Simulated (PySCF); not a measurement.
# How methods differ on the ionisation energy of Sb⁺

Sb⁺ [Kr] 4d10 5s2 5p2 (3P) → Sb²⁺ [Kr] 4d10 5s2 5p1 (2P), as a difference of total energies. All numbers are calculated (PySCF 2.14, scalar relativity by spin-free X2C-1e, in aug-cc-pwCVTZ-DK3 with one added diffuse shell each of s, p, d, f type (11s10p8d5f1g, 125 functions)). Correlated levels: valence: [Kr] 4d10 frozen; valence and next inner shell: [Ar] 3d10 frozen. The calculations carry no spin-orbit coupling.

```csv
method,ionisation energy (eV)
UHF,16.000
LDA,16.667
PBE,16.471
PBE0,16.534
r2SCAN,16.648
revPBE,16.414
wB97M-V,16.416
B97-3,16.309
MP2 (valence),16.330
SCS-MP2 (valence),16.267
MP2 (valence and next inner shell),16.541
SCS-MP2 (valence and next inner shell),16.414
```

Problem. How much does correlation contribute at MP2 (valence and next inner shell)?

Solution. 16.541 − (16.000) = 0.541 eV, measured against UHF.

A first-order spin-orbit estimate (lowest level to lowest level, LS coupling) adds -0.068 eV.

Errors of the correlated levels include the incompleteness of this basis and the frozen core.

For comparison: 16.626 ± 0.025 eV (measured; NIST Atomic Spectra Database, ionization energies).
